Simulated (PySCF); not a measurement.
CH8FNSi2, SMILES NC[SiH2][SiH2]F. Coordinates come from a PBE0-D3(BJ)/def2-SVP optimisation. The structure was generated by enumeration, and PubChem lists no compound with its InChIKey, so it may never have been made. One conformer was computed; it need not be the lowest.

Task: Give the equilibrium geometry at PBE0-D3(BJ)/def2-SVP (PySCF confirms it by a frequency run) as a Z-matrix. (An estimate is asked for; the answer gives what the named calculation found.)

Result: One answer among several that fit: 
```
Si
H 1 1.4991
H 1 1.5006 2 107.26
C 1 1.9077 2 109.03 3 118.53
H 4 1.1033 1 108.49 2 66.46
H 4 1.1036 5 104.90 1 -116.39
N 4 1.4558 5 109.40 6 -117.16
H 7 1.0183 4 110.75 5 -63.40
H 7 1.0183 8 106.26 4 120.43
Si 1 2.3451 2 109.26 3 -117.53
F 10 1.6361 1 107.41 2 -67.46
H 10 1.4935 11 107.96 1 -122.48
H 10 1.4946 12 108.73 11 116.47
```
